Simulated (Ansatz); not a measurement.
Isomers of Al3P3H12 (singlet), relaxed with PBE-D4/def2-SVP; total energies from Ansatz at PBE-QIDH/def2-TZVP.

| isomer | description | energy (Eh) |
| --- | --- | --- |
| A | point group C3v; 6 × Al–P 2.44 Å; 6 × Al–H 1.60 Å; 6 × H–P 1.43 Å | -1757.40548 |
| B | point group not assigned; 6 × Al–P 2.44 to 2.45 Å; 6 × Al–H 1.60 Å; 6 × H–P 1.43 Å | -1757.40556 |

Correlated methods freeze 30 core orbitals.

Task: Work out the relative energies (1 Eh = 2625.5 kJ/mol) and the Boltzmann populations at 298 K from electronic energies alone (R = 8.314 J/mol/K).

Result: ΔE: A 0.2, B 0.0 kJ/mol. RT = 2.48 kJ/mol. Factors exp(−ΔE/RT): A 0.923, B 1; sum 1.923. Populations: A 48.0 %, B 52.0 %. Zero-point energy, vibrational entropy and symmetry numbers are left out and can shift these; an error of 4 kJ/mol changes a ratio by a factor of 5.0. Over the other density-functional and correlated levels in def2 sets, the gap between B and A ranges from 0 to 1 kJ/mol.
